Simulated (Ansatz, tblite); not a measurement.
Cost and result up the ladder for NiMe2 (C₂H₆Ni) (9 atoms). Charge 0, multiplicity 3. Geometry: r2SCAN-D4/def2-TZVP.

Cartesian coordinates in Å:
```
Ni -0.636 0.028 0.231
C 0.147 1.797 0.191
H 1.035 1.844 0.827
H -0.602 2.503 0.570
H 0.418 2.079 -0.830
C -0.149 -1.797 -0.190
H 0.119 -1.894 -1.245
H -1.020 -2.432 0.017
H 0.688 -2.128 0.429
```

Ansatz on 2 threads of Intel Xeon Platinum 8488C on a shared host; xTB runs through tblite on one thread. Times are rough, summed over both states, and most runs start from the orbitals of an earlier one. B2PLYP/def2-TZVP serves as the yardstick here, not as an exact answer. The other state is a singlet at its own geometry.

The xTB rows come from tblite. LC-ωPBE has ω = 0.4 bohr⁻¹. B3LYP takes the VWN-RPA correlation. HSE06 is defined as in plane-wave codes, on full-range PBE exchange. Correlated methods freeze 7 core orbitals; core or outer-core shells of Ni are correlated, in sets that lack core-valence functions. HOMO above LUMO, or a gap near zero within one spin, warns that the state may not be the lowest or that an electron is smeared out.

Run but left out: HF/STO-3G (triplet: ⟨S²⟩ 3.01, where a pure state has 2.00); PBE-QIDH/def2-TZVP (singlet: restricted singlet, unstable towards broken spin symmetry).

Second-order perturbation terms are unreliable where d shells bring near-degenerate states, and here B2PLYP/def2-TZVP lies more than 0.4 eV from the median of the functionals without such a term.

Correlated methods converge slowly with the basis.

xTB has no spin-polarisation term.

| level | functions | wall time | singlet − triplet (eV) | difference from B2PLYP/def2-TZVP (eV) | remarks |
| --- | --- | --- | --- | --- | --- |
| GFN2-xTB | 23 | 0.006 s | -1.42 | -0.62 | – |
| GFN1-xTB | 29 | 0.008 s | -1.11 | -0.31 | – |
| LDA (SPW92)/def2-TZVP | 143 | 2.2 s | -0.99 | -0.19 | gap within one spin near zero (triplet) |
| RPA@PBE/def2-TZVP | 143 | 7.1 s | -0.18 | 0.62 | test for broken spin undecided (singlet) |
| B3LYP-D4/def2-TZVP | 143 | 9.8 s | -0.15 | 0.65 | – |
| LC-ωPBE/def2-TZVP | 143 | 9.9 s | -0.03 | 0.77 | – |
| HSE06-D4/def2-TZVP | 143 | 10 s | 0.05 | 0.85 | – |
| B2PLYP/def2-TZVP | 143 | 11 s | -0.80 | 0.00 | test for broken spin undecided (singlet) |
| PBE0-D4/def2-TZVP | 143 | 11 s | 0.06 | 0.86 | – |
| BHLYP-D4/def2-TZVP | 143 | 12 s | 0.94 | 1.74 | – |
| r2SCAN-D4/def2-TZVP (with forces) | 143 | 12 s | -0.23 | 0.57 | – |
| r2SCANh-D4/def2-TZVP | 143 | 14 s | 0.03 | 0.83 | – |
| r2SCAN0-D4/def2-TZVP | 143 | 16 s | 0.46 | 1.26 | – |
| B97M-V/def2-TZVP | 143 | 25 s | -0.09 | 0.71 | – |
